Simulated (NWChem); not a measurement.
# Total energies of ClLi

```xyz
2

Li     0.0000     0.0000    -1.7006
Cl     0.0000     0.0000     0.3001
```
Charge 0, spin multiplicity 1.

Everything below was run with NWChem. Structure: optimised with B3LYP/def2-SVP, a minimum by its harmonic frequencies.

Basis set: cc-pVDZ (32 functions).

```csv
method,total energy (Ha)
RHF,-467.03214
MP2,-467.17562
B2PLYP,-467.63563
PBE,-467.57945
B3LYP,-467.81921
TPSS,-467.81864
CCSD(T),-467.18999
```

Total energies of different functionals aren't comparable as a measure of quality: only differences taken within one method are. 

The correlated methods keep 5 core orbitals frozen. B3LYP has NWChem's definition, with VWN1-RPA local correlation. The structure started from a generated list of species. Coupled-cluster values serve here as a point of comparison, not as the truth.
